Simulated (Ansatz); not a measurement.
Worked example: ideal-gas entropy of GeCl2 (SMILES Cl[Ge]Cl)

A singlet with charge 0, relaxed at PBE0-D4/def2-TZVP (Ansatz 0.2.0):

```xyz
3

Cl   -0.0654   -1.6817    0.4227
Ge   -0.4212    0.0672   -0.8320
Cl    0.4866    1.6145    0.4093
```

Harmonic wavenumbers in cm⁻¹: 158, 388, 409.

Masses in u: Cl 35.45, Ge 72.63. Take T = 298.15 K, p = 1 bar, R = 8.3145 J/(mol K), kT/hc = 207.22 cm⁻¹, rigid rotor and harmonic oscillator.

Problem. Compute the standard molar entropy.

Solution. 
1. Translation (Sackur–Tetrode): S = R[3/2 ln M + 5/2 ln T − 1.1517] with M = 143.53 gives 170.8 J/(mol K).
2. Rotation: principal moments 70.565, 197.985, 268.550 u Å² give A, B, C = 0.2389, 0.0851, 0.0628 cm⁻¹; the symmetry number is σ = 2; q = (√π/σ)√((kT/hc)³/ABC) = 73984; S = R(ln q + 3/2) = 105.7.
3. Vibration: with u = ν̃/207.22, each mode gives R[u/(eᵘ − 1) − ln(1 − e⁻ᵘ)]; the sum is 18.9, most from 158 cm⁻¹ (10.8), 388 cm⁻¹ (4.2), 409 cm⁻¹ (3.9).
4. Electronic: R ln 1 = 0.0, from the spin multiplicity alone.
5. Sum: 170.8 + 105.7 + 18.9 + 0.0 = 295.4 J/(mol K).

No measured value is set beside it here.
